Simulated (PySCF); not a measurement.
Mo(NMe)(F)3(OH) (CH4F3MoNO), SMILES C[N]=[Mo]([OH])([F])([F])[F], multiplicity 1.

Geometry optimised at B3LYP-D3(BJ)/def2-SVP. The spin state was assumed, not searched. The def2 effective core potentials stand for the cores of Mo; spin–orbit coupling is left out. One conformer was computed; it need not be the lowest.

Two levels are set side by side: PBE/def2-TZVP (PySCF) and PBE0/def2-TZVP (PySCF). Same geometry, gas phase. Differences are taken from unrounded values.

| quantity | PBE |
|---|---|
| orbital gap (eV) | 3.56 |
| highest occupied level (eV) | -7.57 |
| lowest empty level (eV) | -4.01 |
| dipole moment (D) | 5.35 |
| mean polarisability (bohr³) | 69.8 |

Task: These are the PBE values. What does PBE0 give? (Estimate from the structure and the level; the computed values follow.)

Result: 
```csv
quantity,PBE0,PBE minus PBE0
orbital gap (eV),5.81,-2.26
highest occupied level (eV),-9.15,1.58
lowest empty level (eV),-3.34,-0.68
dipole moment (D),5.73,-0.37
mean polarisability (bohr³),66.4,3.4
```

Without exact exchange PBE keeps part of each electron's self-repulsion, which lifts occupied levels and narrows the gap. PBE's more diffuse valence density responds more strongly to a field. Differences between two approximate levels are no errors against the true value.

Rough cost on one machine, each run with all the roots and properties that it gave: PBE0 against PBE within a factor of 2.
